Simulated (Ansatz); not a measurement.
Gas-phase electronic energies from Ansatz, PBE0-D4/def2-TZVP geometries. CCSD(T)/CBS adds triple-zeta CCSD(T) − MP2 to the extrapolated MP2 energy (def2 sets, frozen cores). DFT in def2-TZVPP. For Se outer-core shells are correlated without core-valence functions, which leaves a few kJ/mol of doubt a bond. Scalar relativity is left out up to krypton. One conformer a species, not always the lowest.

Reaction (substitution at a C–Si bond): `C[SiH](F)B[SiH3]` + `CB(O)[SeH]` → `COB(C)[SeH]` + `F[SiH2]B[SiH3]`

| level | ΔE (kJ/mol) |
| --- | --- |
| PBE-D4 | 93.5 |
| r2SCAN-D4 | 95.9 |
| ωB97X-V | 90.0 |
| CCSD/CBS(def2) | 93.7 |

Task: What does CCSD(T)/CBS give? (An estimate is asked.)

Result: Ansatz gave: +93.6 kJ/mol. The listed levels differ from it by -0.1, 2.3, -3.6, 0.1 kJ/mol.

Largest T1 diagnostic among the species: 0.013.

In def2-TZVPP, CCSD(T) changes the Hartree–Fock value by +6.6 kJ/mol (the triples alone add −0.2 kJ/mol) and MP2 by +11.8 kJ/mol.
